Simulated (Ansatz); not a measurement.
Reaction (formal exchange of groups at the Si–Si bond): `N=C(O)[SiH2][SiH3]` + `[Cl][GeH]([Cl])[Cl]` → `[SiH3][Ge]([Cl])([Cl])[Cl]` + `N=C(O)[SiH3]`

Isolated molecules relaxed with PBE0-D4/def2-TZVP in Ansatz; ΔE leaves out vibrations. CCSD(T)/CBS adds triple-zeta CCSD(T) − MP2 to the extrapolated MP2 energy (def2 sets, frozen cores). Functionals use def2-TZVPP. B3LYP here is the variant with VWN-RPA as its local correlation; programs differ in this. For Ge outer-core shells are correlated without core-valence functions, which leaves a few kJ/mol of doubt a bond. Scalar relativity is left out up to krypton. Each species was taken in one conformer, which may not be the lowest.

`N=C(O)[SiH2][SiH3]`:

Z-matrix (Å, degrees):
```
Si
Si 1 2.340
C 1 1.904 2 109.9
H 1 1.487 2 110.7 3 -120.5
H 1 1.487 2 111.6 3 117.4
H 2 1.485 1 110.0 3 65.1
H 2 1.488 1 109.8 3 -174.8
H 2 1.487 1 109.6 3 -55.2
O 3 1.348 1 112.4 2 -59.5
N 3 1.264 1 128.2 2 119.2
H 9 0.970 3 106.6 1 179.5
H 10 1.015 3 111.9 1 1.4
```

`[Cl][GeH]([Cl])[Cl]`:

```xyz
5

Cl    1.776    1.078    0.124
Ge   -0.056    0.029   -0.126
Cl    0.330   -2.054    0.055
Cl   -1.382    0.606    1.433
H    -0.667    0.341   -1.487
```

`[SiH3][Ge]([Cl])([Cl])[Cl]`:

```xyz
8

Si   -0.255   -0.137   -1.293
Ge    0.204    0.109    1.032
Cl   -1.311   -0.802    2.243
Cl    2.069   -0.794    1.579
Cl    0.313    2.169    1.610
H    -1.557    0.519   -1.555
H    -0.309   -1.589   -1.582
H     0.846    0.525   -2.033
```

`N=C(O)[SiH3]`:

Cartesian coordinates in Å:
```
N -0.483 -0.653 -1.517
C -0.535 -0.071 -0.395
O -1.707 0.434 0.036
Si 0.884 0.210 0.838
H 0.452 -0.988 -1.726
H -2.362 0.244 -0.655
H 2.096 -0.405 0.242
H 1.093 1.665 1.042
H 0.562 -0.436 2.134
```

| level | ΔE (kJ/mol) |
| --- | --- |
| B3LYP | -26.8 |
| CCSD/CBS(def2) | -25.7 |

Task: What does CCSD(T)/CBS give? (Best estimate.)

Result: Computed: -25.9 kJ/mol. The listed levels differ from it by -0.9, 0.2 kJ/mol.

Largest T1 diagnostic among the species: 0.015.
